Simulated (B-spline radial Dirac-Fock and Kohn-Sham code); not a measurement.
**What relativity does to the binding energies of Rh³⁺**

System: Rh³⁺, configuration [Kr] 4d6.

Both columns are ΔSCF binding energies of the configuration average from a radial finite-basis atomic code: non-relativistic Hartree-Fock with a point nucleus, and Dirac-Fock with a finite nucleus and the Coulomb interaction alone, averaged over the two j levels with weights 2j+1.

```tsv
shell	Hartree-Fock (eV)	Dirac-Fock (eV)	shift (eV)	shift (%)
1s	22676.1	23336.9	+660.87	+2.91
2s	3316.4	3474.7	+158.27	+4.77
2p	3063.9	3107.5	+43.68	+1.43
3s	649.4	681.0	+31.57	+4.86
3p	548.5	557.5	+9.03	+1.65
3d	363.3	358.4	-4.89	-1.34
4s	129.3	134.9	+5.65	+4.37
4p	95.92	97.27	+1.35	+1.40
4d	45.93	45.32	-0.61	-1.32
```

Relativity binds 1s, 2s, 2p, 3s, 3p, 4s, 4p more strongly, among those listed most of all 3s in relative terms, and 3d, 4d more weakly, because the contracted s and p shells screen the nucleus better.

Values without a named source are computed, but for edge energies of neutral atoms, which are taken from tables.
